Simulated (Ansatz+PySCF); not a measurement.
doublet F: levels of theory in one basis

A single F atom.

Basis set: def2-SVP (spherical functions). Correlated methods keep 1 orbital frozen. Correlation on ROHF uses semicanonical orbitals with singles. Charge 0, multiplicity 2.

Computed with Ansatz (development build ahead of 0.2.0); each method stands on the lowest determinant of its kind that the runs found.

```json
{"method": "ROHF", "E − E(ROHF) (eV)": "0.00", "<S²> of the determinant": "0.75"}
{"method": "UHF", "E − E(ROHF) (eV)": "-0.10", "<S²> of the determinant": "0.75"}
{"method": "ROHF-MP2", "E − E(ROHF) (eV)": "-3.87", "<S²> of the determinant": "–"}
{"method": "UHF-MP2", "E − E(ROHF) (eV)": "-3.86", "<S²> of the determinant": "0.75"}
{"method": "ROHF-CCSD", "E − E(ROHF) (eV)": "-4.17", "<S²> of the determinant": "–"}
{"method": "UHF-CCSD", "E − E(ROHF) (eV)": "-4.17", "<S²> of the determinant": "0.75"}
{"method": "ROHF-CCSD(T)", "E − E(ROHF) (eV)": "-4.20", "<S²> of the determinant": "–"}
{"method": "UHF-CCSD(T)", "E − E(ROHF) (eV)": "-4.20", "<S²> of the determinant": "0.75"}
```

**Question.** Is a single determinant a sound starting point here?

**Answer.** By this sign, yes. Unrestricted orbitals gain 0.10 eV and <S²> is 0.75 against 0.75 for a pure state.
